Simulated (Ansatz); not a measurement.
A run for Ansatz (a first-principles code): R-CCSD(T)/cc-pV(Q+d)Z on BClH2O (SMILES OBCl), a point of a torsion scan. Files ending in .json are basis or fitting sets from the Basis Set Exchange.

Ansatz 0.2 input:
```yaml
crystal:
  periodic: [false, false, false]
  atoms:
    - {symbol: O, position_ang: [-0.97332292, -0.14175708, -0.32714664]}
    - {symbol: B, position_ang: [0.18221337, 0.45116735, -0.07970259]}
    - {symbol: Cl, position_ang: [1.33428479, -0.22689706, 1.02505239]}
    - {symbol: H, position_ang: [-1.38927835, -0.68457478, 0.34511670]}
    - {symbol: H, position_ang: [0.50880923, 1.34406583, -0.76236362]}
basis:
  gaussian:
    orbitals: cc-pV_Q+d_Z.json
magnetization: {spin_polarized: false}
correlation: {method: ccsd_t, electrons: outside_noble_gas}
scf: {lower_state_search: off}
```

The log:

```
WARN ansatz: RAYON_NUM_THREADS=1 ignored (pool sized by the plan → 1); use --threads N
Functional definition: HF
these checks for a lower state are left out or cut short: stability, starts, cluster_reference, orbital_swaps, neighbouring_geometries, increment
integrals: 1.31 GiB planned
1411 factors; integrals over basis functions are off by at most 9.1e-4 eV
mean field: 0.68 GiB planned
mean field evaluation 1: about -15246.4105 eV, gradient 3.4e1 eV
mean field evaluation 2: about -15246.4111 eV, gradient 3.4e1 eV
mean field evaluation 4: about -15248.5352 eV, gradient 2.6e0 eV
mean field evaluation 8: about -15248.5626 eV, gradient 2.0e-4 eV
mean field -15248.56257919 eV, -560.3743389384 hartree, gradient 1.8e-6 eV, S^2 0.000000; 0 other end points of the search recorded, 0 dependent functions left out
7 core orbitals not correlated
reference -15248.56257919 eV, -560.3743389384 hartree; 9, 9 occupied and 218, 218 virtual orbitals, 1411 factors
second order -15.66014828 eV of doubles, -0.00000000 eV of singles
coupled cluster: 1.80 GiB planned
cycle   1  -15.83945821 eV  change   -1.8e-1 eV  update   7.5e-2
cycle   2  -16.15988268 eV  change   -3.2e-1 eV  update   2.1e-2
cycle   3  -16.23208295 eV  change   -7.2e-2 eV  update   1.2e-2
cycle   4  -16.22091129 eV  change    1.1e-2 eV  update   3.1e-3
cycle   5  -16.22036330 eV  change    5.5e-4 eV  update   1.5e-3
cycle   6  -16.22075117 eV  change   -3.9e-4 eV  update   3.8e-4
cycle   7  -16.22054717 eV  change    2.0e-4 eV  update   1.3e-4
cycle   8  -16.22055725 eV  change   -1.0e-5 eV  update   4.2e-5
cycle   9  -16.22057107 eV  change   -1.4e-5 eV  update   1.7e-5
perturbative correction -0.66986225 eV, -0.0246169838 hartree
Total energy: -15265.45301252 eV, -560.9950509144 hartree
Checks for a lower state left out: stability, starts, cluster_reference, orbital_swaps, neighbouring_geometries, increment
```

Self-consistency was reached.

Cost: around 5 core-minutes (rough).
